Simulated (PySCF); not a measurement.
SMILES BCCc1cccs1 (C₆H₉BS), singlet, GFN2-xTB optimised geometry.

```
17

B     -2.66    -2.56    -1.60
C     -1.66    -1.37    -1.42
C     -1.00    -1.21    -0.04
C     -0.07    -0.05     0.00
C      1.29    -0.05     0.00
C      1.85     1.25     0.00
C      0.91     2.22    -0.01
S     -0.69     1.57    -0.01
H     -3.17    -2.71    -2.64
H     -2.91    -3.28    -0.72
H     -2.18    -0.43    -1.66
H     -0.87    -1.44    -2.18
H     -1.78    -1.09     0.71
H     -0.44    -2.12     0.20
H      1.88    -0.95     0.00
H      2.91     1.44     0.00
H      1.04     3.28    -0.01
```

Density from B3LYP/def2-SVP (PySCF 2.14.0) at that geometry.

Minimum of the electron density along straight lines between bonded atoms, close to the bond critical point (lines longer than 1.1 times the sum of covalent radii, or with two minima, are not listed):

```
bond    length / Å  ρ at the minimum / e bohr⁻³  ∇²ρ there / e bohr⁻⁵  position (fraction from the first atom)
------  ----------  ---------------------------  --------------------  ---------------------------------------
B1–C2        1.567                        0.187                 -0.19                                     0.33
C2–C3        1.538                        0.238                 -0.53                                     0.50
C3–C4        1.490                        0.260                 -0.62                                     0.48
C4–C5        1.359                        0.325                 -0.83                                     0.51
C5–C6        1.415                        0.296                 -0.74                                     0.50
C6–C7        1.355                        0.327                 -0.84                                     0.49
C4–S8        1.737                        0.210                 -0.43                                     0.47
C7–S8        1.721                        0.216                 -0.47                                     0.47
B1–H9        1.169                        0.182                 -0.13                                     0.43
B1–H10       1.169                        0.182                 -0.13                                     0.43
C2–H11       1.096                        0.267                 -0.92                                     0.62
C2–H12       1.096                        0.267                 -0.93                                     0.62
C3–H13       1.092                        0.277                 -1.01                                     0.62
C5–H15       1.076                        0.283                 -1.08                                     0.63
C6–H16       1.076                        0.284                 -1.09                                     0.63
C7–H17       1.072                        0.286                 -1.12                                     0.64
```
